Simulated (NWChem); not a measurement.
# iodine (I$_{2}$); SMILES II

```xyz
2

I      0.0000     0.0000     1.3278
I      0.0000     0.0000    -1.3278
```
Atoms are numbered in this order, from 1.

The geometry was optimised at PBE0-D3(BJ)/def2-TZVP. def2 effective core potentials on I; no spin-orbit coupling.

Q: List the 4 lowest vertical singlet excitations from BHandHLYP/def2-SVP with def2 effective core potentials on I, full TDDFT (NWChem).

A: 
| state | energy (eV) | oscillator strength | leading excitation (squared amplitude) |
|---|---|---|---|
| S1 | 2.36 | 0.001 | HOMO → LUMO (1.00) |
| S2 | 2.36 | 0.001 | HOMO−1 → LUMO (1.00) |
| S3 | 4.20 | 0.000 | HOMO−2 → LUMO (1.00) |
| S4 | 4.20 | 0.000 | HOMO−3 → LUMO (1.00) |
